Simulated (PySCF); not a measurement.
Steps of a relaxation of [Ho(PH3)]3+

[Ho(PH3)]3+ (singlet in the valence; each metal's 4f electrons, 10 of them, lie in its core potential, out of spins and levels). PySCF 2.14.0, RKS PBE0, Ho lcecp-1-SVP with ECP56, P def2-SVP, H def2-SVP; non-relativistic Hamiltonian with scalar-relativistic core potentials where named; density fitting; no spin-orbit coupling. Origin of the start: template. Columns: position (Å) and force (eV/Å). Energies are counted from the last step; some of the 6 steps are shown. Forces carry noise of the integration grid, about 0.01 to 0.03 eV/Å.

Run from Python with OMP_NUM_THREADS=2. Where DIIS fails, smearing, a level shift and second-order steps follow.
It took 6.3 s on 2 threads of Intel(R) Xeon(R) 6975P-C (Granite Rapids) (shared host), from the converged density of the start.

```xyz
5
step 0  E = 0.302 eV
Ho    0.0000    0.0000   -0.5026     0.00    0.00    0.19
P     0.0000    0.0000    2.3724     0.00    0.00    1.23
H     1.2100    0.0000    3.1156     0.73    0.00   -0.47
H    -0.6050    1.0479    3.1156    -0.37    0.64   -0.47
H    -0.6050   -1.0479    3.1156    -0.37   -0.64   -0.47
```

```xyz
5
step 2  E = 0.009 eV
Ho    0.0000    0.0000   -0.3984     0.00    0.00    0.09
P     0.0000    0.0000    2.4953     0.00    0.00    0.41
H     1.3365    0.0000    3.0398    -0.24    0.00   -0.17
H    -0.6682    1.1574    3.0398     0.12   -0.21   -0.17
H    -0.6682   -1.1574    3.0398     0.12    0.21   -0.17
```

```xyz
5
step 3  E = 0.001 eV
Ho    0.0000    0.0000   -0.3832     0.00    0.00    0.05
P     0.0000    0.0000    2.5080     0.00    0.00    0.11
H     1.3353    0.0000    3.0305    -0.10    0.00   -0.06
H    -0.6676    1.1564    3.0305     0.05   -0.09   -0.06
H    -0.6676   -1.1564    3.0305     0.05    0.09   -0.06
```

**Question.** Where does the relaxation end?

**Answer.** It converges at step 5 in C3v:
```xyz
5
step 5  E = 0
Ho    0.0000    0.0000   -0.3744
P     0.0000    0.0000    2.5118
H     1.3321    0.0000    3.0263
H    -0.6661    1.1537    3.0263
H    -0.6661   -1.1537    3.0263
```

**Question.** How did the contacts change?

**Answer.** 
| contact | start (Å) | end (Å) |
| --- | --- | --- |
| Ho1–P2 (PH3) | 2.875 | 2.886 |


An lcecp potential fixes the number of 4f electrons, so in runs with it no electron can move into or out of that shell.
